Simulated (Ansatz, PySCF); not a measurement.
H7Si3, SMILES [SiH2][SiH2][SiH3], multiplicity 2. Atoms are numbered in the order given.

```xyz
10

Si     1.8837     0.5284     0.1171
Si     0.0755    -0.8400    -0.3743
Si    -1.8375     0.2500     0.3998
H      3.2214     0.0036    -0.2898
H      1.7074     1.9267    -0.3786
H     -0.0435    -1.1032    -1.8429
H      0.2469    -2.1473     0.3270
H     -3.0727    -0.5312     0.0982
H     -1.9383     1.5885    -0.2542
H     -1.7321     0.4458     1.8758
```
Charge 0, spin multiplicity 2.

Coordinates come from a ωB97X-D3(BJ)/def2-SVP optimisation. The isomer is the one that the SMILES or the coordinates give; other isomers of the formula were not compared.

Two levels are set side by side: PBE-D3(BJ)/def2-SVP (Ansatz, a program for electronic structure) and ωB97X-D3(BJ)/def2-SVP (PySCF). Each level has its own optimised geometry; the coordinates shown are those of the second. Frequencies come from the Hessian of PySCF at each geometry. Differences are taken from unrounded values.

```
quantity                            ωB97X-D3(BJ)
----------------------------------  ------------
mean bond length (Å)                       1.679
bond Si1–Si2 (Å)                           2.320
bond Si2–Si3 (Å)                           2.334
bond Si1–H4 (Å)                            1.494
bond Si1–H5 (Å)                            1.494
bond Si2–H6 (Å)                            1.497
bond Si2–H7 (Å)                            1.493
bond Si3–H8 (Å)                            1.492
bond Si3–H9 (Å)                            1.493
bond Si3–H10 (Å)                           1.493
highest harmonic wavenumber (cm⁻¹)          2254
mean harmonic wavenumber (cm⁻¹)             1054
zero-point energy (kcal/mol)               36.18
```

Task: What does PBE-D3(BJ) give, and how far is it from ωB97X-D3(BJ)? (Estimate from the structure and the level; the computed values follow.)

Result: 
| quantity | PBE-D3(BJ) | PBE-D3(BJ) minus ωB97X-D3(BJ) |
|---|---|---|
| mean bond length (Å) | 1.694 | 0.015 |
| bond Si1–Si2 (Å) | 2.338 | 0.018 |
| bond Si2–Si3 (Å) | 2.354 | 0.020 |
| bond Si1–H4 (Å) | 1.508 | 0.014 |
| bond Si1–H5 (Å) | 1.507 | 0.013 |
| bond Si2–H6 (Å) | 1.512 | 0.015 |
| bond Si2–H7 (Å) | 1.507 | 0.014 |
| bond Si3–H8 (Å) | 1.506 | 0.013 |
| bond Si3–H9 (Å) | 1.506 | 0.013 |
| bond Si3–H10 (Å) | 1.505 | 0.013 |
| highest harmonic wavenumber (cm⁻¹) | 2169 | -85 |
| mean harmonic wavenumber (cm⁻¹) | 1002 | -52 |
| zero-point energy (kcal/mol) | 34.38 | -1.80 |

Exact exchange shortens and stiffens bonds; PBE has none. Differences between two approximate levels are no errors against the true value.
